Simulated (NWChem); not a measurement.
System: CuCl; SMILES [Cl][Cu]

All runs: NWChem. Pople sets run with spherical d functions. Each level has its own optimisation; frequencies are unscaled.

Problem. Taking Hartree-Fock/def2-TZVPD as the yardstick, which of these has the fewest basis functions while keeping “dipole (D)” within 0.1 D of it: Hartree-Fock/3-21G; Hartree-Fock/6-31G*; Hartree-Fock/STO-3G?

Solution. none of them.
| level | basis functions | dipole (D) | relative time (rough) |
|---|---|---|---|
| Hartree-Fock/STO-3G | 27 | 0.30 | 1 |
| Hartree-Fock/3-21G | 40 | 7.26 | 1 |
| Hartree-Fock/6-31G* | 52 | 7.16 | 8 |
| Hartree-Fock/def2-TZVPD | 94 | 6.95 | 20 |

The yardstick is one finite set, not the basis-set limit.
